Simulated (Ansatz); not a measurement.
`F[SiH](Cl)[GeH2][Cl]`, relaxed with RKS PBE-D4/def2-SVP in Ansatz 0.2.0 from a rough embedded geometry. The force threshold is 0.03 eV/Å; the program also tests the step.

The species carries charge 0 and has multiplicity 1.

Start:

```xyz
8

F     0.675    1.264   -1.818
Si   -0.478    0.300   -1.042
Cl   -2.185    1.429   -0.552
Ge    0.526   -0.525    0.954
Cl    1.074    1.129    2.169
H    -0.885   -0.810   -1.905
H     1.775   -1.350    0.531
H    -0.502   -1.437    1.662
```

Q: How much energy does the relaxation release, and in how many steps? (Estimate.)

A: Computed: 13.58 kJ/mol, in 7 steps.

Q: Which bonds change most? (Estimate.)

A: The calculation gave: Ge4–Cl5 from 2.125 to 2.185 Å; F1–Si2 from 1.691 to 1.636 Å; Si2–H6 from 1.463 to 1.501 Å; Si2–Cl3 from 2.104 to 2.069 Å.

Q: Give the relaxed structure. (Estimate.)

A: The calculation gave: 
```xyz
8

F     0.610    1.260   -1.799
Si   -0.486    0.292   -1.067
Cl   -2.125    1.429   -0.518
Ge    0.520   -0.586    0.922
Cl    1.050    1.161    2.123
H    -0.926   -0.736   -2.068
H     1.827   -1.377    0.653
H    -0.470   -1.442    1.755
```
